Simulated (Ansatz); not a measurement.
Species: SiCl, charge 1, singlet. SiCl+ (parent SMILES [Si]Cl, singlet).
B3LYP-D3(BJ)/def2-TZVP minimum from Ansatz (a first-principles code):
```
Si
Cl 1 1.9654
```
Charge +1, spin multiplicity 1.

Total energies in cc-pV(Q+d)Z, 10 correlated electrons, 10 frozen orbitals. Radicals and triplets start from unrestricted determinants; spin-orbit coupling is neglected. Cores are frozen in correlated methods. No relativity.

| method | program | energy (Eh) | minus CCSDT(Q) (mEh) |
|---|---|---|---|
| HF | Ansatz | -748.20348 | 322.48 |
| MP2 | Ansatz | -748.48424 | 41.72 |
| CCSD | Ansatz | -748.50854 | 17.42 |
| CCSD(T) | Ansatz | -748.52417 | 1.79 |
| CCSDT(Q) | Ansatz | -748.52596 | 0.00 |

Rough core times of Ansatz's runs on a shared machine: CCSD(T) under 20 s, CCSDT(Q) 6 min.
